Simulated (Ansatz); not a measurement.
A nudged elastic band was laid between two geometries of Cl$_{2}$H$_{4}$O$_{3}$W (10 atoms, charge 0, multiplicity 1).

The calculation used RKS PBE/def2-SVP in Ansatz.

```yaml
movable_images: 5
climbing_image: yes
spring: 5.0 eV/Å²
optimiser: quadratic models (default)
start_path: through a guess of the saddle point
force_threshold: 0.05 eV/Å
iteration_limit: 60
end_points: relaxed
```

First end point:

```xyz
10
Properties=species:S:1:pos:R:3
W 0.274 0.098 -0.083
Cl 1.042 0.368 2.106
H 1.966 0.356 -0.159
O -0.436 1.822 -0.231
H -1.315 2.010 0.170
Cl -2.085 -0.139 0.883
O 0.043 -1.753 0.059
H -0.768 -2.095 0.501
O 0.646 -0.009 -1.924
H 1.461 0.134 -2.436
```

Last end point:

```xyz
10
Properties=species:S:1:pos:R:3
W -0.500 0.020 -0.400
Cl 1.816 -0.401 2.101
H 0.830 0.146 1.087
O -0.188 1.857 -0.039
H -0.694 2.427 -0.673
Cl -2.632 -0.125 0.399
O 0.169 -1.651 0.060
H 0.829 -1.714 0.825
O 0.107 0.076 -2.190
H 1.088 0.156 -2.285
```

Question: Which bonds break or form, and what moves?

Answer: Bonds broken: W1–Cl2. Bonds formed: Cl2–H3.

Question: Give the energies along the band, and the barrier.

Answer: The forces met the threshold. The highest image is number 5 of 0 to 6, 121.8 kJ/mol above the first end and 8.1 kJ/mol above the last; the last end lies 113.7 kJ/mol above the first. The profile has 2 maxima (images 1, 5) with wells between them (image 2): this band takes more than one step, which may be the mechanism or a detour left from its start path. A vibrational analysis at the climbing image gives 2 clearly imaginary modes (91i, 58i cm⁻¹): a point of higher order, so a lower path passes nearby. The orbitals stay closed-shell, which can raise the energy where a bond breaks towards radicals; this wasn't checked here.

```json
{"image": "0", "path coordinate (Å)": "0.00", "energy (kJ/mol)": "0.0", "W1–Cl2 (Å)": "2.34", "Cl2–H3 (Å)": "2.45"}
{"image": "1", "path coordinate (Å)": "1.69", "energy (kJ/mol)": "9.4", "W1–Cl2 (Å)": "2.37", "Cl2–H3 (Å)": "2.57"}
{"image": "2", "path coordinate (Å)": "3.38", "energy (kJ/mol)": "7.1", "W1–Cl2 (Å)": "2.38", "Cl2–H3 (Å)": "2.64"}
{"image": "3", "path coordinate (Å)": "5.08", "energy (kJ/mol)": "21.0", "W1–Cl2 (Å)": "2.34", "Cl2–H3 (Å)": "2.66"}
{"image": "4", "path coordinate (Å)": "6.77", "energy (kJ/mol)": "32.9", "W1–Cl2 (Å)": "2.42", "Cl2–H3 (Å)": "2.36"}
{"image": "5", "path coordinate (Å)": "8.46", "energy (kJ/mol)": "121.8", "W1–Cl2 (Å)": "3.20", "Cl2–H3 (Å)": "1.85"}
{"image": "6", "path coordinate (Å)": "9.76", "energy (kJ/mol)": "113.7", "W1–Cl2 (Å)": "3.43", "Cl2–H3 (Å)": "1.52"}
```

Question: What is the geometry of the highest image?

Answer: 
```xyz
10
Properties=species:S:1:pos:R:3:forces:R:3
W -0.276 0.037 -0.316 0.00 -0.01 0.01
Cl 1.012 -0.635 2.533 0.00 -0.01 -0.01
H 0.954 0.242 0.905 0.00 0.00 0.00
O 0.078 1.906 -0.143 0.00 0.00 0.00
H -0.543 2.460 -0.673 0.00 0.00 0.00
Cl -2.373 -0.125 0.559 0.00 0.00 0.00
O 0.520 -1.611 -0.050 -0.02 0.01 -0.02
H 0.939 -1.662 0.904 0.01 0.00 0.03
O -0.183 0.044 -2.204 0.00 0.00 0.00
H 0.699 0.136 -2.630 0.00 0.00 0.00
```

The band took 33 iterations and about 16 core-minutes.

Run time: 4.3 min on 4 threads of Arm Neoverse V2, with other jobs on the host, peak memory 0.21 GiB.
